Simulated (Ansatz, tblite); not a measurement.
Cost and result up the ladder for Ca₄O₄ (8 atoms). Total charge 0; singlet. Geometry: PBE-D4/def2-SVP.

```xyz
8

Ca    2.584    0.900    0.215
Ca   -0.820    1.923    1.791
Ca   -2.590   -0.872   -0.249
Ca    0.828   -1.955   -1.753
O    -1.186   -1.895   -1.347
O     1.185    1.897    1.345
O    -2.292    0.706    1.033
O     2.292   -0.705   -1.035
```

Ansatz on 4 threads of Intel Xeon Platinum 8259CL on a shared host; xTB runs through tblite on one thread. Times are rough, summed over both states, and most runs start from the orbitals of an earlier one. PBE0-D4/def2-TZVP serves as the yardstick here, not as an exact answer. The other state is a doublet.

The xTB rows come from tblite. The structure comes from a short search, and lower isomers may exist.

Raw xTB energies of ions are shifted by several eV.

```json
{"level": "GFN1-xTB", "functions": "52", "wall time": "0.037 s", "vertical IE (eV)": "10.19", "difference from PBE0-D4/def2-TZVP (eV)": "4.00"}
{"level": "GFN2-xTB", "functions": "52", "wall time": "0.1 s", "vertical IE (eV)": "12.72", "difference from PBE0-D4/def2-TZVP (eV)": "6.54"}
{"level": "PBE-D4/def2-TZVP (with forces)", "functions": "268", "wall time": "18 s", "vertical IE (eV)": "5.67", "difference from PBE0-D4/def2-TZVP (eV)": "-0.52"}
{"level": "PBE0-D4/def2-TZVP (with forces)", "functions": "268", "wall time": "81 s", "vertical IE (eV)": "6.19", "difference from PBE0-D4/def2-TZVP (eV)": "0.00"}
{"level": "B97M-V/def2-TZVP", "functions": "268", "wall time": "2.1 min", "vertical IE (eV)": "5.73", "difference from PBE0-D4/def2-TZVP (eV)": "-0.45"}
```
